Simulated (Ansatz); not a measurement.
Reaction (cleavage of the Si–B bond): `OB(F)[SiH2][SiH3]` + H₂Se → `[SiH3][SiH2][SeH]` + `OBF`

Computed with Ansatz on PBE0-D4/def2-TZVP structures; ΔE is electronic, products minus reactants. CCSD(T)/CBS is the MP2 limit (def2-TZVPP, def2-QZVPP) plus CCSD(T) − MP2 in def2-TZVPP, frozen cores. This one scheme is used for every species. DFT in def2-TZVPP. For Se outer-core shells are correlated without core-valence functions, which leaves a few kJ/mol of doubt a bond. Scalar relativity is left out up to krypton. Each species was taken in one conformer, which may not be the lowest.

```json
{"level": "PBE-D4", "ΔE (kJ/mol)": "-72.0", "difference from CCSD(T)/CBS": "11.3"}
{"level": "ωB97X-V", "ΔE (kJ/mol)": "-76.2", "difference from CCSD(T)/CBS": "7.1"}
{"level": "B2PLYP", "ΔE (kJ/mol)": "-81.1", "difference from CCSD(T)/CBS": "2.2"}
{"level": "r2SCAN", "ΔE (kJ/mol)": "-77.7", "difference from CCSD(T)/CBS": "5.6"}
{"level": "PBE0", "ΔE (kJ/mol)": "-76.2", "difference from CCSD(T)/CBS": "7.1"}
{"level": "MP2/def2-TZVPP", "ΔE (kJ/mol)": "-88.8", "difference from CCSD(T)/CBS": "-5.5"}
{"level": "CCSD/def2-TZVPP", "ΔE (kJ/mol)": "-78.7", "difference from CCSD(T)/CBS": "4.6"}
{"level": "MP2/def2-QZVPP", "ΔE (kJ/mol)": "-92.1", "difference from CCSD(T)/CBS": "-8.8"}
{"level": "SCS-MP2/def2-QZVPP", "ΔE (kJ/mol)": "-89.3", "difference from CCSD(T)/CBS": "-6.0"}
{"level": "HF/CBS(def2)", "ΔE (kJ/mol)": "-89.5", "difference from CCSD(T)/CBS": "-6.2"}
{"level": "CCSD(T)/CBS", "ΔE (kJ/mol)": "-83.3", "difference from CCSD(T)/CBS": "0"}
```

Largest T1 diagnostic among the species: 0.014.

From PBE to PBE0 (25 % exact exchange), in def2-TZVPP and without D4, ΔE moves by −5.3 kJ/mol.
